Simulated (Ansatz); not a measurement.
Mulliken charges of `F[B-]1(F)[OH+][B-](F)(F)[OH+]1` from PBE/def2-TZVPP in Ansatz (PBE0-D4/def2-TZVP geometry).

| atom | x (Å) | y (Å) | z (Å) | charge (e) |
| --- | --- | --- | --- | --- |
| F1 | 0.142 | -2.247 | -0.172 | -0.234 |
| B2 | -0.328 | -1.047 | 0.168 | 0.378 |
| F3 | -1.476 | -1.019 | 0.882 | -0.244 |
| O4 | 0.759 | -0.149 | 0.806 | -0.116 |
| B5 | 0.548 | 0.915 | -0.298 | 0.378 |
| F6 | -0.135 | 1.984 | 0.169 | -0.244 |
| F7 | 1.664 | 1.164 | -0.982 | -0.234 |
| O8 | -0.385 | -0.076 | -1.036 | -0.116 |
| H9 | 0.557 | 0.153 | 1.699 | 0.216 |
| H10 | -1.263 | 0.270 | -1.232 | 0.216 |

**Question.** By hand: the dipole of these point charges (1 e Å = 4.8032 D).

**Answer.** Σ q r = (-0.142, 0.086, 0.092) e Å, of length 0.190 e Å = 0.91 D.

**Question.** How does the dipole of the full density compare? (An estimate is asked.)

**Answer.** Ansatz gave: (-0.293, 0.176, 0.189) e Å, 1.88 D; the point charges give 0.48 times that, at 0° from its direction.

Point charges leave out the atoms' own dipoles, such as those of lone pairs, and Mulliken's split depends on the basis, so the two needn't agree.
